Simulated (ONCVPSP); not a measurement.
## What the settings do to the ONCV potential of Sn

Base potential:

| Item | Value |
| --- | --- |
| Element | tin (Sn) |
| Generator | ONCVPSP 4.0.1 |
| Type | optimised norm-conserving Vanderbilt (ONCV) |
| Functional | LDA (Perdew-Zunger) |
| Relativity | scalar-relativistic |
| Frozen core | [Ar] 3d10 |
| Valence charge | 22 |
| Reference configuration | 4s2 4p6 4d10 5s2 5p2 |
| Partial waves | 4s+5s: rc 1.30 bohr, ncon 3, nbas 6, qcut 8.1 1/bohr, 2 projectors; 4p+5p: rc 1.65 bohr, ncon 4, nbas 9, qcut 8.6 1/bohr, 2 projectors; 4d: rc 1.55 bohr, ncon 4, nbas 9, qcut 9.4 1/bohr, 2 projectors, debl 2.2 Ha |
| Local potential | polynomial inside 1.10 bohr (lpopt 5, dvloc0 2 Ha) |
| Core correction | Teter function, fcfact 4.25, rcfact 1.5 |

Cutoffs, loose and tight: the cutoffs (Ha) at which the residual kinetic energy of the hardest occupied pseudo-wave falls to 1 and 0.1 mHa per electron. They do not see the model core or the augmentation charge, which bear on the density cutoff. Test errors are all-electron minus pseudo excitation energies from the reference, over the configurations 4s2 4p6 4d10 5s2 5p1; 4s2 4p6 4d10 5s2 5p0; 4s2 4p6 4d10 5s1 5p0; 4s2 4p6 4d10 5s0 5p4. A dash means not determined; rows that change the core or the reference have their own tests.

A true bound ghost makes a file unfit for plane-wave use even where its test errors are small: the radial tests pick states by their node count and pass the ghost by.

```tsv
change	outcome	cutoff, loose	cutoff, tight	bound ghosts	GHOST(+) flags above zero	largest test error (meV)
base	generated	35 Ha	39 Ha	none	none	-14
functional PBE	generated	35 Ha	39 Ha	none	none	-14
d: qcut 12.4	generated	44 Ha	52 Ha	none	none	-13
s: ncon 5, nbas 8	generated	48 Ha	96 Ha	none	s	-13
core correction Teter function, fcfact 3.1, rcfact 1.5	generated	35 Ha	39 Ha	none	none	-14
s: nproj 3	generated	35 Ha	39 Ha	none	s	-14
core correction Teter function, fcfact 2, rcfact 1.25	generated	35 Ha	39 Ha	none	none	-14
reference 4s2 4p6 4d10 5s1.5 5p2.5	generated	35 Ha	39 Ha	none	none	-31
core correction Teter function, fcfact 4.25, rcfact 1.9	generated	35 Ha	39 Ha	none	none	-15
local potential polynomial inside 0.85 bohr (lpopt 5, dvloc0 1 Ha)	generated	35 Ha	39 Ha	none	s	-14
p: rc 1.92	generated	35 Ha	39 Ha	p	none	-14
s: qcut 8.2; p: qcut 8.7; d: qcut 9.5	generated	35 Ha	40 Ha	none	none	-14
```

(1) What comes out with this change to the base: d: rc 1.8?

Results:

(1) outcome: generated; cutoff, loose: 31 Ha; cutoff, tight: 36 Ha; bound ghosts: none; GHOST(+) flags above zero: none; largest test error (meV): -15.
